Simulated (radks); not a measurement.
Results of a calculation; reference values are marked as such.
Polarisability of the copper ion Cu3+, [Ar] 3d8, at imaginary frequency. Level of theory: non-relativistic Kohn-Sham, LDA (Slater exchange, Perdew-Wang correlation), spin-polarised, spherical densities, point nucleus; open shells are filled with parallel spins first (a radial shooting solver on a logarithmic mesh with Libxc functionals). Response by self-consistent Sternheimer equations with the Hartree and adiabatic LDA kernel.

w (hartree),alpha1(iw) (bohr^3)
0.00266,1.643
0.0143,1.642
0.0360,1.641
0.0697,1.638
0.118,1.630
0.186,1.612
0.280,1.576
0.413,1.509
0.605,1.395
0.892,1.225
1.35,0.9992
2.12,0.7303
3.59,0.4447
6.94,0.1961
17.5,0.04689

Static values: alpha1 = 1.643 bohr^3 (0.2434 angstrom^3; uncoupled 2.014). C6 = 3.822, triple-dipole C9 = 4.238 atomic units. One-pole (London) frequency 4 C6 / (3 alpha1^2) = 1.889 hartree, against 1.777 for minus the highest occupied eigenvalue. The dipole shielding factor is 0.897, as the force sum rule N/Z = 0.897 demands.
